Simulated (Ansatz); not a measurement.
Basis sets compared for the cluster Li₃S⁺ (the lowest singlet isomer of a short search). Total charge 1; singlet. Geometry B3LYP-D4/def2-TZVP. Ansatz on 2 threads of Arm Neoverse V1 on a shared host; times are rough, and most runs start from earlier orbitals.

Cartesian coordinates in Å:
```
Li 1.300 1.025 -1.390
Li -2.137 -0.010 -0.325
Li 0.837 -1.016 1.715
S 0.000 0.001 0.000
```

The structure comes from a short search, and lower isomers may exist.

```
            level  functions  energy (Eh)  HOMO (eV)  LUMO (eV)  wall time
        HF/STO-3G         24    -415.2674     -11.19      -1.87      0.1 s
     HF/def2-TZVP         79    -419.8674     -11.91      -2.98     0.25 s
  PBE-D4/def2-SVP         45    -420.3200      -8.34      -4.95     0.65 s
 PBE-D4/def2-TZVP         79    -420.4692      -8.48      -5.00      0.7 s
 PBE0-D4/def2-SVP         45    -420.3709      -9.38      -4.38     0.61 s
PBE0-D4/def2-TZVP         79    -420.5170      -9.52      -4.43      0.9 s
```

(1) Estimate the rows for PBE0-D4/def2-QZVPP.

## Answers

(1) 
```tsv
level	functions	energy (Eh)	HOMO (eV)	LUMO (eV)	wall time
PBE0-D4/def2-QZVPP	175	-420.5324	-9.57	-4.41	2.3 s
```
